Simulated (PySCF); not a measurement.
In(H)3(OMe2), C2H9InO, singlet at its CAM-B3LYP/def2-SVP optimised geometry (Å):

```
13

In     0.1479    -2.0588     0.0000
H      1.8831    -2.0588     0.0000
H     -0.7294    -2.2643     1.4829
H     -0.6860    -2.3109    -1.5047
C     -1.2723     0.9229     0.3190
O     -0.0387     0.3142     0.0000
C      0.7808     1.0820    -0.8564
H     -1.8831     1.0791    -0.5871
H     -1.8048     0.2548     1.0068
H     -1.1035     1.8944     0.8134
H      1.0064     2.0588    -0.3963
H      0.2906     1.2459    -1.8318
H      1.7157     0.5286    -1.0066
```

Level of theory: PySCF with CAM-B3LYP/def2-TZVP, def2 effective core potentials past Kr. The core electrons that the potentials of In replace are not part of the density.

Map of the log10 of the electron density (e/bohr³), floored at −4 on the plane z = 0.8 Å:

```
|                             |
|                             |
|                             |
|         ....                |
|       .::--::.....          |
|      .:-====-:::::..        |
|      :-=+**+=-----:.        |
|     .-=*#%%#+=--=--:.       |
|     :-+*%@@%*+====-:.       |
|    .:=+#%@@%*+====-:.       |
|    :-+*#@@@%#*++=--:.       |
|    :=+#%@@@%###*+=-:.       |
|   .:=*%@@@@%%%%#+=-:.       |
|   .-=*%@@@%%%%%#+=-:.       |
|   .:=*#%@%##%%%#+=-:.       |
|    :-+*##***###*+=-::.      |
|    .:-=+++++***++=---:.     |
|     .:-===++****++===-:.    |
|      ::-=+**####**+++=-:.   |
|      .-=+*##%%%%#***++=:.   |
|      :-=+*#%%@@%###**+=-.   |
|      :-=+##%@@@%###**+=-.   |
|      .-=+*#%%%%##***+=-:.   |
|      .:-+**####**+++==-:.   |
|      .:-=++****+++==--:.    |
|       .:-==+++===---::.     |
|        .::------::::..      |
|         ..:::::....         |
|            ..               |
```
Scale: ten equal steps from -4.00 (start of ' ') to -0.567 (end of '@'), in the order ' .:-=+*#%@'; x runs from -4.50 to 4.50, y from -4.50 (bottom) to 4.50 (top).
